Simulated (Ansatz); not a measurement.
Relaxation of ClH$_{5}$Sn (7 atoms, charge 0, multiplicity 1), to a largest force component of 0.03 eV/Å in at most 50 steps.

Method: Ansatz 0.2.0, RKS B3LYP-D4/def2-SVP.

```xyz
7
Properties=species:S:1:pos:R:3
Sn 0.203 0.000 -0.080
H 0.123 0.000 1.654
H 1.857 0.000 -0.533
H -0.551 1.408 -0.686
H -0.551 -1.408 -0.686
Cl -2.984 0.000 1.625
H -1.703 0.000 2.006
```

Q: Where does it end, and by what steps?

A: It converged. The force dipped under the threshold on the way, but the program's further checks kept it going. After 11 steps the energy has fallen by 0.057 eV; H7 moved furthest, 0.55 Å.

```csv
step,energy less start (eV),largest force component (eV/Å),accepted
0,0.0000,1.075,yes
1,-0.0403,0.583,yes
2,-0.0524,0.096,yes
3,-0.0545,0.122,yes
4,-0.0556,0.017,yes
5,-0.0559,0.090,yes
6,-0.0561,0.064,yes
7,-0.0569,0.012,yes
8,-0.0329,0.841,no
9,-0.0570,0.009,yes
10,-0.0571,0.032,yes
11,-0.0572,0.016,yes
```

```xyz
7
Properties=species:S:1:pos:R:3
Sn 0.312 0.000 -0.147
H 0.309 0.000 1.575
H 1.944 0.000 -0.684
H -0.480 1.407 -0.721
H -0.480 -1.407 -0.721
Cl -3.114 0.000 1.599
H -2.098 0.000 2.396
```

The run took 26 s on 1 thread of Arm Neoverse V2 (shared host), peak memory 0.14 GiB.
